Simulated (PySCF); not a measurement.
A side-by-side comparison of computed properties.

First species: C7H11PS.
Structure used (GFN2-xTB), in Å, numbered top down from 1:
```
atom  x, y, z in Å
C1    -3.1309    0.2147    1.9049
C2    -2.7187    0.1130    0.6447
C3    -1.3985    0.4529    0.2343
C4    -0.4992    0.5000   -0.7295
C5    -0.1696    0.2404   -2.1355
P6     0.1861    1.1566    0.8470
C7     0.9914   -0.4124    1.5528
S8     1.8241   -1.4480    0.3147
C9     3.1061   -0.2702   -0.1937
H10   -2.4657    0.5709    2.6756
H11   -4.1294   -0.0515    2.2047
H12   -3.3780   -0.2448   -0.1380
H13   -1.0597   -0.0695   -2.6820
H14    0.5782   -0.5507   -2.1973
H15    0.2469    1.1353   -2.5984
H16    1.7261   -0.1337    2.3113
H17    0.2288   -1.0438    2.0110
H18    3.6463   -0.7162   -1.0223
H19    2.6304    0.6578   -0.5054
H20    3.7802   -0.0901    0.6393
```

Second species: C5H9NOSi.
SMILES with atom numbers: `[CH2:1]=[C:2]1[SiH2:3][C@@H:4]1[NH:5][C:6]([CH3:7])=[O:8]` (hydrogens: H9, H10 on C1; H11, H12 on Si3; H13 on C4; H14 on N5; H15, H16, H17 on C7)

Levels: PBE0/pcSseg-1 for dipole moment, HOMO energy, LUMO energy and HOMO–LUMO gap; GFN2-xTB for rotational constant A and rotational constant C. Geometries: GFN2-xTB. Each structure is a single optimised conformer of the isolated species, non-relativistic unless stated. Electronic properties by PySCF.

The conformers computed, where there is a choice (atom-mapped SMILES and torsion angles):
- `[CH2:1]=[CH:2][C:3]1=[C:4]([CH3:5])[P:6]1[CH2:7][S:8][CH3:9]`: C1–C2–C3–C4 175°, C4–P6–C7–S8 39°, P6–C7–S8–C9 64°
- `[CH2:1]=[C:2]1[SiH2:3][C@@H:4]1[NH:5][C:6]([CH3:7])=[O:8]`: Si3–C4–N5–C6 128°, C4–N5–C6–C7 180°

Values for the first species:

* Dipole moment: 0.82 D
* HOMO energy: -5.91 eV
* LUMO energy: -1.12 eV
* HOMO–LUMO gap: 4.79 eV
* Rotational constant A: 1.881 GHz
* Rotational constant C: 0.662 GHz

(1) Estimate the same properties for the second species, and the change in each.

Answers

(1) 
```
             property      first     second  second less first
        dipole moment     0.82 D     3.89 D            +3.07 D
          HOMO energy   -5.91 eV   -6.48 eV           -0.57 eV
          LUMO energy   -1.12 eV   -0.84 eV           +0.28 eV
        HOMO–LUMO gap    4.79 eV    5.64 eV           +0.85 eV
rotational constant A  1.881 GHz  3.073 GHz         +1.192 GHz
rotational constant C  0.662 GHz  0.830 GHz         +0.168 GHz
```

On the first: A dipole of 0.82 D is allowed in C1, and pure rotational transitions are dipole-allowed. In atomic units the dipole is 0.32 e·bohr (1 au = 2.5417 D).

On the second: A dipole of 3.89 D is allowed in C1, and pure rotational transitions are dipole-allowed. The dipole matches unit charges of opposite sign 0.81 Å apart (1 e·Å = 4.8032 D).
